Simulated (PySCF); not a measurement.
# How methods differ on the ionisation energy of Se²⁰⁺

Se²⁰⁺ [Ne] 3s2 3p2 (3P) → Se²¹⁺ [Ne] 3s2 3p1 (2P), as a difference of total energies. All numbers are calculated (PySCF 2.14, the spin-free X2C one-electron Hamiltonian (Gaussian nucleus), in an even-tempered Gaussian basis (18 s from 1.9 bohr⁻², ratio 2.5; 12 p from 2.4 bohr⁻², ratio 2.5; 5 d from 11 bohr⁻², ratio 2.7; 4 f from 17 bohr⁻², ratio 2.7)). Correlated levels: outer shells: 1s2 frozen; virtual orbitals above 40 to 60 times the deepest correlated orbital energy dropped. The calculations carry no spin-orbit coupling.

```tsv
method	ionisation energy (eV)
UHF	840.73
MP2 (outer shells)	841.32
SCS-MP2 (outer shells)	841.14
CCSD (outer shells)	841.24
CCSD(T) (outer shells)	841.24
```

Question: How much does correlation contribute at CCSD(T) (outer shells)?

Answer: 841.24 − (840.73) = 0.51 eV, measured against UHF.

Spin-orbit coupling is strong in these open shells (close to jj coupling). The scalar numbers leave it out and a first-order estimate fails, so it can dominate the gap to the real levels.

Breit and QED terms and the two-electron picture change are absent.

For comparison: 845.8 ± 2 eV (semi-empirical (NIST evaluation); NIST Atomic Spectra Database, ionization energies).
